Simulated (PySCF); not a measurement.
Sn(Br)2 cation (Br2Sn), SMILES [Br][Sn][Br] (connectivity only; charge and spin as stated), charge +1, multiplicity 2.

The structure is a stationary point at PBE-D3(BJ)/def2-SVP. The multiplicity is an assumed one; other spin states were not compared. The isomer is the one that the SMILES or the coordinates give; other isomers of the formula were not compared. The def2 effective core potentials stand for the cores of Sn; spin–orbit coupling is left out.

Computed with C-PCM-ωB97X/def2-SVP run with PySCF 2.14.0.

The values are the electrostatic part of the solvation free energy, E(continuum) − E(gas) at the gas-phase geometry, in a cavity of scaled van der Waals radii (PySCF's table); cavitation and dispersion terms are not included. A continuum can't describe solvent molecules that bind to the metal.

| solvent | ε | ΔG(elec) (kcal/mol) |
|---|---|---|
| water | 78.36 | -58.4 |
| chloroform | 4.71 | … |
| acetone | 20.49 | -56.2 |

Question: What belongs in the gaps? (Estimate from the structure and the level; the computed values follow.)

Answer: 
- chloroform, ΔG(elec) (kcal/mol): -46.3
